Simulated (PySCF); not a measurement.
## How methods differ on the ionisation energy of Ce⁴⁹⁺

Ce⁴⁹⁺ [He] 2s2 2p5 (2P) → Ce⁵⁰⁺ [He] 2s2 2p4 (3P), as a difference of total energies. Calculation: PySCF 2.14, in an even-tempered Gaussian basis (17 s from 25 bohr⁻², ratio 2.2; 10 p from 32 bohr⁻², ratio 2.2; 6 d from 130 bohr⁻², ratio 2.4; 5 f from 200 bohr⁻², ratio 2.4; 4 g from 290 bohr⁻², ratio 2.4); the non-relativistic Hamiltonian (point nucleus). Correlated levels: nothing frozen; virtual orbitals above 40 to 60 times the deepest correlated orbital energy dropped. The calculations carry no spin-orbit coupling.

```csv
method,ionisation energy (eV)
UHF,9213.8
LDA,9210.0
PBE0,9213.7
BP86,9214.9
BLYP,9214.1
MP2 (all electrons),9215.4
SCS-MP2 (all electrons),9215.4
```

**Question.** Estimate what r2SCAN gives.

**Answer.** 9217.0 eV, closest to MP2 (all electrons) among the rows shown.

**Question.** Estimate what PBE gives.

**Answer.** 9213.0 eV, closest to PBE0 among the rows shown.

Spin-orbit coupling is strong in these open shells (close to jj coupling). The scalar numbers leave it out and a first-order estimate fails, so it can dominate the gap to the real levels.

The gap to the reference is mostly relativistic.

For comparison: 9269 ± 4 eV (theoretical estimate listed by NIST; NIST Atomic Spectra Database, ionization energies).
